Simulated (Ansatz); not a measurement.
Total energies of C9H16 (`CCCC#CCCCC`).

```json
{"atom": "C1", "x (Å)": "2.2412", "y (Å)": "-0.9177", "z (Å)": "-1.3829"}
{"atom": "C2", "x (Å)": "2.7876", "y (Å)": "-1.1232", "z (Å)": "0.0179"}
{"atom": "C3", "x (Å)": "2.7765", "y (Å)": "0.1554", "z (Å)": "0.8602"}
{"atom": "C4", "x (Å)": "1.4375", "y (Å)": "0.6802", "z (Å)": "1.0788"}
{"atom": "C5", "x (Å)": "0.3170", "y (Å)": "1.0858", "z (Å)": "1.2454"}
{"atom": "C6", "x (Å)": "-1.0463", "y (Å)": "1.5670", "z (Å)": "1.4082"}
{"atom": "C7", "x (Å)": "-1.9547", "y (Å)": "1.1961", "z (Å)": "0.2341"}
{"atom": "C8", "x (Å)": "-2.1333", "y (Å)": "-0.3018", "z (Å)": "0.0582"}
{"atom": "C9", "x (Å)": "-3.0043", "y (Å)": "-0.6528", "z (Å)": "-1.1349"}
{"atom": "H10", "x (Å)": "2.2538", "y (Å)": "-1.8489", "z (Å)": "-1.9534"}
{"atom": "H11", "x (Å)": "1.2114", "y (Å)": "-0.5544", "z (Å)": "-1.3498"}
{"atom": "H12", "x (Å)": "2.8344", "y (Å)": "-0.1809", "z (Å)": "-1.9325"}
{"atom": "H13", "x (Å)": "2.2045", "y (Å)": "-1.8904", "z (Å)": "0.5365"}
{"atom": "H14", "x (Å)": "3.8176", "y (Å)": "-1.4905", "z (Å)": "-0.0322"}
{"atom": "H15", "x (Å)": "3.3890", "y (Å)": "0.9205", "z (Å)": "0.3677"}
{"atom": "H16", "x (Å)": "3.2493", "y (Å)": "-0.0393", "z (Å)": "1.8288"}
{"atom": "H17", "x (Å)": "-1.0305", "y (Å)": "2.6552", "z (Å)": "1.5304"}
{"atom": "H18", "x (Å)": "-1.4656", "y (Å)": "1.1605", "z (Å)": "2.3363"}
{"atom": "H19", "x (Å)": "-1.5407", "y (Å)": "1.6262", "z (Å)": "-0.6843"}
{"atom": "H20", "x (Å)": "-2.9317", "y (Å)": "1.6674", "z (Å)": "0.3888"}
{"atom": "H21", "x (Å)": "-1.1485", "y (Å)": "-0.7677", "z (Å)": "-0.0492"}
{"atom": "H22", "x (Å)": "-2.5698", "y (Å)": "-0.7215", "z (Å)": "0.9724"}
{"atom": "H23", "x (Å)": "-3.1245", "y (Å)": "-1.7335", "z (Å)": "-1.2395"}
{"atom": "H24", "x (Å)": "-4.0026", "y (Å)": "-0.2154", "z (Å)": "-1.0406"}
{"atom": "H25", "x (Å)": "-2.5674", "y (Å)": "-0.2762", "z (Å)": "-2.0642"}
```

Total charge 0; spin multiplicity 1. Geometry: relaxed with PBE0-D4/def2-TZVP. It is one conformer, not always the lowest. Basis def2-TZVPP, Ansatz 0.2.0.

RPA on PBE orbitals: Hartree–Fock energy of these orbitals -350.12998 Eh, correlation -2.53680 Eh (frozen core).

```json
{"functional": "PBE", "energy without D4 (Eh)": "-352.16880", "D4 term (kJ/mol)": "-51.8"}
{"functional": "revPBE", "energy without D4 (Eh)": "-352.55648", "D4 term (kJ/mol)": "-169.6"}
{"functional": "BLYP", "energy without D4 (Eh)": "-352.46685", "D4 term (kJ/mol)": "-112.4"}
{"functional": "r2SCAN", "energy without D4 (Eh)": "-352.44485", "D4 term (kJ/mol)": "-15.0"}
{"functional": "r2SCANh", "energy without D4 (Eh)": "-352.43327", "D4 term (kJ/mol)": "-15.7"}
{"functional": "r2SCAN0", "energy without D4 (Eh)": "-352.41760", "D4 term (kJ/mol)": "-17.0"}
{"functional": "BHLYP", "energy without D4 (Eh)": "-352.44373", "D4 term (kJ/mol)": "-56.6"}
{"functional": "CAM-B3LYP", "energy without D4 (Eh)": "-352.46115", "D4 term (kJ/mol)": "-44.3"}
{"functional": "LC-ωPBE", "energy without D4 (Eh)": "-352.44252", "D4 term (kJ/mol)": "–"}
{"functional": "PBE-QIDH", "energy without D4 (Eh)": "-352.18420", "D4 term (kJ/mol)": "–"}
```

(1) Give the same for LDA (SPW92), B97M-V, PBE0, B3LYP, HSE06 (plane-wave form), ωB97X-V, ωB97M-V, B2PLYP. (Estimate.)

B3LYP takes the VWN-RPA correlation (the form of Gaussian; ORCA's B3LYP/G). HSE06 is the plane-wave form, built on full-range PBE exchange. The double hybrids freeze the cores in their second-order part.

Results:

(1) The calculation gave: 
```csv
functional,energy without D4 (Eh),D4 term (kJ/mol)
LDA (SPW92),-349.32601,–
B97M-V,-352.68603,–
PBE0,-352.23053,-44.2
B3LYP,-352.68841,-81.1
HSE06 (plane-wave form),-352.20822,-40.9
ωB97X-V,-352.57432,–
ωB97M-V,-352.47830,–
B2PLYP,-352.33373,–
```

LC-ωPBE has ω = 0.4 bohr⁻¹.
